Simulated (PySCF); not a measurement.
Worked example: oscillator strength and radiative lifetime

BiFCl₂, SMILES [F][Bi]([Cl])[Cl].

Geometry optimised at PBE-D3(BJ)/def2-SVP. The def2 effective core potentials stand for the cores of Bi; spin–orbit coupling is left out.

PySCF with TDA-LC-ωPBE/def2-SVPD puts the first singlet state with f over 0.02 at 5.78 eV (vertical), with the transition dipole (-0.467, -0.559, 0.000) in atomic units.

### Question
Find the oscillator strength, the wavelength and the radiative lifetime that this transition would have in vacuum if emission retraced absorption.

### Answer

|μ|² = 0.5306 au, so |μ| = 1.85 D. ΔE = 5.78/27.211 = 0.2124 hartree. f = (2/3) ΔE |μ|² = 0.075 (the program prints 0.075).
λ = 1239.84/5.78 = 215 nm; ν = 46619 cm⁻¹.
Einstein's coefficient A = 0.6670 ν² f s⁻¹ (ν in cm⁻¹) = 1.1e8 s⁻¹, so τ = 1/A = 9.2 ns. This state is S1. The figure is the radiative limit of this one transition; relaxation, internal conversion, crossing to triplets and a medium change what is measured.
